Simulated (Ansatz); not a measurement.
A short molecular-dynamics run on AlGeH7Si, SMILES `[AlH2][SiH2][GeH3]`.

```yaml
crystal:
  periodic: [false, false, false]
  atoms:
    - {symbol: Al, position_ang: [-1.901718, 0.583324, -1.010891]}
    - {symbol: Si, position_ang: [0.470601, 0.777490, -0.451387]}
    - {symbol: Ge, position_ang: [1.083625, -0.974993, 1.050595]}
    - {symbol: H, position_ang: [-2.362442, -0.312974, -2.238127]}
    - {symbol: H, position_ang: [-2.997199, 1.296853, -0.109702]}
    - {symbol: H, position_ang: [0.798366, 2.065865, 0.225480]}
    - {symbol: H, position_ang: [1.355003, 0.656003, -1.646583]}
    - {symbol: H, position_ang: [2.569371, -0.896347, 1.441221]}
    - {symbol: H, position_ang: [0.241424, -0.897562, 2.337256]}
    - {symbol: H, position_ang: [0.825969, -2.348957, 0.405137]}
basis:
  gaussian: {orbitals: def2-SVP}
hamiltonian: {xc: {name: BLYP}}
md: {timestep: 1 fs, n_steps: 20, ensemble: nvt_langevin, temperature: 500, initial_velocities: maxwell_boltzmann, friction: 0.01, seed: 121}
```

```sh
$ ansatz run in.yaml --threads 2 --pin off --events-out ev --progress --plain --max-ram 4352MiB
```

```csv
step,time (fs),potential energy (eV),kinetic (eV),T (K),conserved (eV)
0,0.0,-71095.1380,0.5817,450,–
1,1.0,-71095.1229,0.5858,453,–
2,2.0,-71095.0653,0.4848,375,–
3,3.0,-71094.9939,0.4333,335,–
4,4.0,-71094.9315,0.3699,286,–
5,5.0,-71094.8908,0.3624,280,–
6,6.0,-71094.8743,0.3585,277,–
7,7.0,-71094.8793,0.3842,297,–
8,8.0,-71094.8872,0.3651,282,–
9,9.0,-71094.8739,0.3863,299,–
10,10.0,-71094.8339,0.3523,273,–
11,11.0,-71094.7792,0.3470,268,–
12,12.0,-71094.7339,0.3303,255,–
13,13.0,-71094.7120,0.3250,251,–
14,14.0,-71094.7159,0.3322,257,–
15,15.0,-71094.7577,0.3894,301,–
16,16.0,-71094.8265,0.4280,331,–
17,17.0,-71094.8748,0.4354,337,–
18,18.0,-71094.8776,0.4278,331,–
19,19.0,-71094.8522,0.3952,306,–
20,20.0,-71094.8251,0.4106,318,–
```

Velocities are drawn at the set temperature; a run this short doesn't reach equilibrium.

Frames (Å, forces in eV/Å):

```xyz
10
time=0.0 fs
Al   -1.902    0.583   -1.011   -0.019    0.032   -0.032
Si    0.471    0.777   -0.451   -0.175    0.082   -0.113
Ge    1.084   -0.975    1.051    0.028   -0.028    0.029
H    -2.362   -0.313   -2.238   -0.052   -0.078   -0.100
H    -2.997    1.297   -0.110   -0.104    0.054    0.074
H     0.798    2.066    0.225    0.063    0.223    0.111
H     1.355    0.656   -1.647    0.157   -0.014   -0.204
H     2.569   -0.896    1.441    0.280   -0.003    0.087
H     0.241   -0.898    2.337   -0.142   -0.004    0.248
H     0.826   -2.349    0.405   -0.037   -0.264   -0.099
10
time=1.0 fs
Al   -1.895    0.583   -1.013   -0.240    0.025   -0.086
Si    0.467    0.772   -0.454    0.194    0.184   -0.371
Ge    1.083   -0.973    1.053   -0.181    0.282    0.582
H    -2.373   -0.308   -2.239    0.001   -0.087   -0.105
H    -3.029    1.284   -0.139    0.005    0.049    0.081
H     0.784    2.059    0.242    0.046    0.148    0.053
H     1.386    0.666   -1.661   -0.144    0.017    0.157
H     2.579   -0.890    1.420    0.187    0.014    0.142
H     0.197   -0.882    2.356    0.247   -0.042   -0.219
H     0.838   -2.331    0.419   -0.115   -0.590   -0.232
10
time=2.0 fs
Al   -1.889    0.582   -1.014   -0.488   -0.010   -0.176
Si    0.464    0.765   -0.458    0.494    0.308   -0.523
Ge    1.083   -0.970    1.054   -0.352    0.510    1.012
H    -2.381   -0.308   -2.244    0.069   -0.060   -0.060
H    -3.062    1.272   -0.168    0.127    0.036    0.077
H     0.771    2.052    0.258    0.029    0.067   -0.013
H     1.414    0.674   -1.671   -0.377    0.033    0.416
H     2.587   -0.882    1.404    0.094    0.029    0.188
H     0.153   -0.873    2.373    0.575   -0.068   -0.583
H     0.849   -2.319    0.432   -0.171   -0.845   -0.337
10
time=3.0 fs
Al   -1.884    0.582   -1.015   -0.713   -0.081   -0.309
Si    0.461    0.759   -0.461    0.724    0.473   -0.559
Ge    1.083   -0.966    1.056   -0.506    0.561    1.262
H    -2.388   -0.312   -2.250    0.143   -0.009    0.017
H    -3.090    1.261   -0.197    0.221    0.034    0.087
H     0.756    2.047    0.276    0.010   -0.047   -0.102
H     1.438    0.681   -1.676   -0.538    0.042    0.577
H     2.594   -0.875    1.391    0.021    0.042    0.228
H     0.112   -0.868    2.385    0.828   -0.083   -0.834
H     0.859   -2.315    0.439   -0.191   -0.933   -0.366
10
time=4.0 fs
Al   -1.879    0.581   -1.017   -0.890   -0.176   -0.469
Si    0.458    0.753   -0.466    0.872    0.611   -0.521
Ge    1.083   -0.963    1.057   -0.598    0.447    1.339
H    -2.396   -0.317   -2.258    0.218    0.046    0.099
H    -3.113    1.249   -0.227    0.272    0.055    0.125
H     0.739    2.041    0.294    0.003   -0.140   -0.189
H     1.454    0.686   -1.678   -0.630    0.051    0.656
H     2.602   -0.868    1.380   -0.075    0.045    0.252
H     0.078   -0.865    2.390    1.002   -0.091   -0.975
H     0.863   -2.318    0.441   -0.175   -0.848   -0.316
10
time=5.0 fs
Al   -1.875    0.579   -1.019   -1.061   -0.257   -0.606
Si    0.456    0.748   -0.471    0.935    0.690   -0.437
Ge    1.082   -0.959    1.058   -0.609    0.216    1.280
H    -2.405   -0.321   -2.266    0.288    0.090    0.166
H    -3.133    1.236   -0.256    0.322    0.073    0.160
H     0.720    2.033    0.310    0.012   -0.177   -0.245
H     1.464    0.690   -1.673   -0.650    0.060    0.652
H     2.612   -0.861    1.371   -0.201    0.039    0.258
H     0.055   -0.859    2.386    1.098   -0.097   -1.018
H     0.864   -2.327    0.438   -0.133   -0.637   -0.210
10
time=6.0 fs
Al   -1.870    0.577   -1.021   -1.231   -0.333   -0.730
Si    0.454    0.743   -0.476    0.924    0.728   -0.314
Ge    1.082   -0.954    1.060   -0.579   -0.122    1.100
H    -2.411   -0.323   -2.276    0.352    0.133    0.228
H    -3.152    1.221   -0.281    0.376    0.086    0.187
H     0.702    2.022    0.320    0.029   -0.166   -0.264
H     1.468    0.694   -1.663   -0.600    0.061    0.562
H     2.621   -0.858    1.364   -0.304    0.040    0.262
H     0.043   -0.850    2.375    1.117   -0.106   -0.973
H     0.866   -2.343    0.433   -0.084   -0.321   -0.059
10
time=7.0 fs
Al   -1.864    0.576   -1.025   -1.374   -0.392   -0.823
Si    0.453    0.738   -0.481    0.813    0.731   -0.130
Ge    1.082   -0.950    1.061   -0.520   -0.516    0.800
H    -2.416   -0.324   -2.283    0.402    0.154    0.259
H    -3.169    1.205   -0.305    0.418    0.104    0.218
H     0.684    2.010    0.325    0.051   -0.115   -0.244
H     1.465    0.702   -1.646   -0.457    0.051    0.366
H     2.625   -0.854    1.357   -0.345    0.043    0.270
H     0.044   -0.841    2.354    1.043   -0.110   -0.826
H     0.868   -2.365    0.426   -0.031    0.051    0.110
10
time=8.0 fs
Al   -1.860    0.575   -1.029   -1.482   -0.411   -0.857
Si    0.453    0.734   -0.487    0.584    0.683    0.127
Ge    1.081   -0.946    1.062   -0.414   -0.888    0.426
H    -2.420   -0.321   -2.286    0.426    0.141    0.242
H    -3.180    1.195   -0.324    0.456    0.116    0.242
H     0.664    1.998    0.327    0.082   -0.026   -0.194
H     1.456    0.708   -1.621   -0.209    0.046    0.056
H     2.625   -0.847    1.352   -0.346    0.040    0.278
H     0.053   -0.835    2.325    0.881   -0.100   -0.578
H     0.870   -2.389    0.420    0.022    0.398    0.257
10
time=9.0 fs
Al   -1.855    0.574   -1.034   -1.578   -0.417   -0.861
Si    0.452    0.730   -0.492    0.271    0.614    0.446
Ge    1.080   -0.942    1.062   -0.219   -1.178    0.018
H    -2.423   -0.320   -2.286    0.437    0.119    0.206
H    -3.189    1.188   -0.342    0.498    0.124    0.255
H     0.639    1.985    0.328    0.123    0.075   -0.140
H     1.447    0.709   -1.595    0.113    0.054   -0.323
H     2.624   -0.838    1.350   -0.348    0.033    0.277
H     0.069   -0.833    2.293    0.637   -0.077   -0.241
H     0.870   -2.407    0.415    0.067    0.653    0.362
10
time=10.0 fs
Al   -1.850    0.573   -1.039   -1.661   -0.414   -0.839
Si    0.452    0.725   -0.497   -0.074    0.592    0.827
Ge    1.079   -0.938    1.062    0.037   -1.398   -0.437
H    -2.421   -0.322   -2.283    0.433    0.090    0.157
H    -3.196    1.183   -0.356    0.542    0.126    0.258
H     0.616    1.974    0.333    0.157    0.123   -0.126
H     1.437    0.706   -1.570    0.472    0.071   -0.723
H     2.620   -0.827    1.347   -0.315    0.027    0.275
H     0.092   -0.830    2.263    0.311   -0.047    0.173
H     0.872   -2.421    0.411    0.098    0.829    0.435
10
time=11.0 fs
Al   -1.846    0.572   -1.045   -1.698   -0.398   -0.790
Si    0.452    0.721   -0.502   -0.364    0.608    1.162
Ge    1.079   -0.935    1.062    0.313   -1.567   -0.921
H    -2.415   -0.328   -2.277    0.408    0.047    0.083
H    -3.198    1.179   -0.368    0.562    0.134    0.260
H     0.596    1.964    0.342    0.183    0.135   -0.141
H     1.430    0.704   -1.552    0.778    0.089   -1.047
H     2.612   -0.814    1.347   -0.221    0.025    0.273
H     0.121   -0.826    2.238   -0.077   -0.011    0.637
H     0.875   -2.429    0.408    0.116    0.938    0.482
10
time=12.0 fs
Al   -1.842    0.571   -1.052   -1.724   -0.378   -0.729
Si    0.451    0.717   -0.507   -0.450    0.648    1.296
Ge    1.078   -0.931    1.062    0.572   -1.673   -1.375
H    -2.407   -0.336   -2.269    0.374    0.006    0.013
H    -3.196    1.178   -0.376    0.576    0.136    0.252
H     0.579    1.954    0.352    0.206    0.120   -0.183
H     1.430    0.702   -1.548    0.881    0.111   -1.136
H     2.600   -0.800    1.350   -0.088    0.029    0.271
H     0.148   -0.823    2.220   -0.467    0.031    1.095
H     0.881   -2.431    0.410    0.120    0.971    0.496
10
time=13.0 fs
Al   -1.837    0.570   -1.059   -1.752   -0.343   -0.651
Si    0.451    0.713   -0.512   -0.325    0.724    1.235
Ge    1.077   -0.927    1.061    0.755   -1.703   -1.751
H    -2.397   -0.345   -2.264    0.334   -0.027   -0.047
H    -3.190    1.181   -0.376    0.605    0.120    0.219
H     0.564    1.947    0.365    0.225    0.061   -0.263
H     1.440    0.698   -1.555    0.767    0.135   -0.988
H     2.586   -0.787    1.354    0.088    0.041    0.276
H     0.174   -0.821    2.209   -0.809    0.072    1.495
H     0.888   -2.424    0.414    0.112    0.920    0.476
10
time=14.0 fs
Al   -1.833    0.568   -1.067   -1.741   -0.295   -0.558
Si    0.451    0.710   -0.517   -0.067    0.820    1.037
Ge    1.076   -0.924    1.061    0.832   -1.636   -1.959
H    -2.383   -0.355   -2.258    0.279   -0.073   -0.122
H    -3.181    1.185   -0.374    0.617    0.106    0.187
H     0.551    1.943    0.376    0.241   -0.010   -0.347
H     1.458    0.696   -1.568    0.511    0.152   -0.694
H     2.572   -0.773    1.361    0.278    0.055    0.280
H     0.196   -0.820    2.208   -1.045    0.104    1.758
H     0.895   -2.409    0.421    0.095    0.776    0.418
10
time=15.0 fs
Al   -1.829    0.567   -1.074   -1.678   -0.253   -0.466
Si    0.452    0.706   -0.521    0.254    0.890    0.720
Ge    1.076   -0.921    1.060    0.753   -1.451   -1.805
H    -2.366   -0.365   -2.252    0.214   -0.123   -0.200
H    -3.168    1.190   -0.371    0.596    0.101    0.162
H     0.540    1.938    0.381    0.257   -0.041   -0.392
H     1.480    0.697   -1.588    0.171    0.156   -0.315
H     2.561   -0.760    1.373    0.402    0.063    0.267
H     0.213   -0.819    2.222   -1.044    0.114    1.708
H     0.900   -2.388    0.433    0.072    0.544    0.323
10
time=16.0 fs
Al   -1.827    0.566   -1.082   -1.580   -0.237   -0.387
Si    0.453    0.702   -0.524    0.571    0.900    0.326
Ge    1.075   -0.918    1.059    0.534   -1.146   -1.209
H    -2.347   -0.378   -2.248    0.150   -0.156   -0.261
H    -3.152    1.193   -0.365    0.554    0.103    0.139
H     0.532    1.931    0.379    0.278    0.002   -0.378
H     1.504    0.699   -1.612   -0.183    0.150    0.075
H     2.557   -0.745    1.389    0.401    0.058    0.230
H     0.218   -0.815    2.254   -0.767    0.093    1.271
H     0.905   -2.365    0.450    0.042    0.231    0.194
10
time=17.0 fs
Al   -1.825    0.565   -1.090   -1.486   -0.232   -0.310
Si    0.454    0.699   -0.527    0.833    0.868   -0.040
Ge    1.076   -0.915    1.058    0.255   -0.758   -0.383
H    -2.326   -0.394   -2.244    0.088   -0.175   -0.305
H    -3.133    1.197   -0.354    0.511    0.101    0.104
H     0.528    1.921    0.374    0.296    0.096   -0.325
H     1.527    0.699   -1.634   -0.475    0.140    0.396
H     2.556   -0.732    1.409    0.343    0.053    0.186
H     0.213   -0.814    2.295   -0.369    0.058    0.637
H     0.913   -2.340    0.469    0.003   -0.151    0.040
10
time=18.0 fs
Al   -1.823    0.565   -1.097   -1.399   -0.215   -0.220
Si    0.455    0.696   -0.529    1.040    0.829   -0.343
Ge    1.076   -0.912    1.057    0.035   -0.362    0.436
H    -2.304   -0.409   -2.241    0.023   -0.193   -0.345
H    -3.113    1.205   -0.338    0.477    0.088    0.058
H     0.530    1.911    0.367    0.305    0.200   -0.260
H     1.547    0.700   -1.654   -0.696    0.122    0.637
H     2.557   -0.722    1.432    0.248    0.044    0.131
H     0.204   -0.811    2.339    0.003    0.024    0.017
H     0.920   -2.319    0.488   -0.037   -0.537   -0.110
10
time=19.0 fs
Al   -1.822    0.565   -1.103   -1.288   -0.242   -0.187
Si    0.456    0.692   -0.532    1.159    0.818   -0.548
Ge    1.077   -0.910    1.056   -0.031   -0.021    1.147
H    -2.282   -0.423   -2.241   -0.027   -0.175   -0.343
H    -3.089    1.211   -0.322    0.410    0.087    0.029
H     0.535    1.906    0.356    0.305    0.274   -0.199
H     1.561    0.703   -1.668   -0.823    0.095    0.773
H     2.562   -0.712    1.459    0.073    0.017    0.047
H     0.196   -0.807    2.383    0.285   -0.001   -0.491
H     0.923   -2.305    0.507   -0.062   -0.852   -0.228
10
time=20.0 fs
Al   -1.821    0.566   -1.109   -1.156   -0.362   -0.261
Si    0.459    0.690   -0.536    1.180    0.829   -0.628
Ge    1.078   -0.907    1.055    0.024    0.171    1.700
H    -2.261   -0.440   -2.251   -0.047   -0.086   -0.258
H    -3.059    1.214   -0.305    0.296    0.109    0.029
H     0.541    1.904    0.344    0.299    0.314   -0.153
H     1.567    0.708   -1.672   -0.845    0.065    0.798
H     2.571   -0.700    1.491   -0.157   -0.025   -0.068
H     0.192   -0.804    2.424    0.471   -0.018   -0.881
H     0.925   -2.301    0.523   -0.064   -0.996   -0.278
```

It took 53 s on 2 threads of an Intel Xeon Platinum 8259CL on a shared host, with 0.17 GiB of host memory at the peak.
